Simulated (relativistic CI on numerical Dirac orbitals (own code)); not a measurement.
Method of calculation: Dirac-Coulomb-Breit CI, orbitals from a KLI potential per configuration, model QED (radiative potential, 1s self-energy scaled to tabulated hydrogen-like ionisation energies), unscaled Slater integrals (own radial code, finite nucleus).

The strongest absorption lines from the ground level of an ion, among the configurations computed and to levels below about 1030 eV (vacuum wavelength in Å, gf): 21.353 (0.75), 21.586 (0.75), 21.670 (1.1), 22.968 (0.045), 25.282 (0.21), 36.519 (0.74), 36.954 (0.37), 40.373 (0.032).

Task: Which ion is it?
A. Hf LVI
B. Hf LIV
C. Ho LI
D. Pb LXVI

Result: A. Hf LVI has 17 electrons and the ground level 3s2 3p5 2P°_3/2; the strongest line goes to 3s2 3p4 3d 2D_5/2. The pattern of lines fixes the number of electrons, and along that sequence the line energies rise steadily with the charge (about as its square where n changes within one kind of shell, about linearly where n is kept but much faster in heavy ions where fine structure, which grows about as Z⁴, sets the gap, and irregularly where shells cross), which fixes Z. Configurations outside the model, such as inner-shell arrays, can give stronger lines. At this charge energies of transitions that change n are usually good to better than 1 %, and those within a shell (Δn = 0) to a few per cent.

LS names give the leading component of a level, which can be under half, so a name can repeat, a term be missing and a line seem to break the LS rules.
